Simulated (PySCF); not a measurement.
C₃H₄O₃, SMILES O=C1OCCO1. Heavy atoms are numbered as in [O:1]=[C:2]1[O:3][CH2:4][CH2:5][O:6]1. Hydrogens are named by the atom that carries them.

The structure is a stationary point at B3LYP-D3(BJ)/def2-SVP. The geometry has at least one imaginary mode, so it is a saddle point at that level. The values are those of a single conformer.

The numbers are results of HF/pcSseg-1 (PySCF), not measurements.

GIAO shieldings, no solvent; atoms alike by connectivity are averaged. δ = σ(ref) − σ: ¹⁷O against H2O (σ = 333.0 ppm); ¹³C against TMS (σ = 192.6 ppm); ¹H against TMS (σ = 31.99 ppm), references at their B3LYP-D3(BJ)/def2-TZVP geometries, non-relativistic.

Computed chemical shifts:
```csv
nucleus,atoms,count,δ (ppm)
¹⁷O,O1,1,300.3
¹⁷O,O3,2,117.5
¹³C,C2,1,160.5
¹³C,C4 (CH2),2,59.7
¹H,H on C4,4,4.37
```
